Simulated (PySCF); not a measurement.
Exercise with solution: entropy of an ideal gas

WO2Cl, SMILES [O]=[W+](=[O])[Cl], charge +1, multiplicity 1.

The structure is a stationary point at PBE-D3(BJ)/def2-SVP. The multiplicity is an assumed one; other spin states were not compared. The isomer is the one that the SMILES or the coordinates give; other isomers of the formula were not compared. The def2 effective core potentials stand for the cores of W; spin–orbit coupling is left out.

PBE-D3(BJ)/def2-SVP (PySCF) gives the harmonic wavenumbers 222, 232, 381, 443, 997, 1036 cm⁻¹ and the rotational temperatures 0.3047, 0.1282, 0.1092 K. The molar mass is 251.29 g/mol, the symmetry number 1, the spin multiplicity 1.

Work out the entropy at 298.15 K and 1 atm in the rigid-rotor, harmonic-oscillator model.


Translation (Sackur–Tetrode at 1 atm): S = R[1.5 ln M + 2.5 ln T − 1.16487] = 177.7 J/(mol K).
Rotation: q = (√π/σ) T^1.5/√(θA θB θC) = 140000, S = R[ln q + 3/2] = 111.0 J/(mol K).
Vibration: with u = 1.4388 ν/T, each mode gives R[u/(e^u − 1) − ln(1 − e^−u)]:
```tsv
ν (cm⁻¹)	modes	u	S (J/(mol K))
222	1	1.07	8.13
232	1	1.12	7.80
381	1	1.84	4.33
443	1	2.14	3.42
997	1	4.81	0.40
1036	1	5.00	0.34
```
These are all the modes. Sum 24.4 J/(mol K).
Spin: R ln 1 = 0.0 J/(mol K).
Total 313.1 J/(mol K); the program's own thermochemistry gives 313.1. Translation makes up 57 % and vibration 8 %. Anharmonicity, hindered rotation and orbital degeneracy are left out.
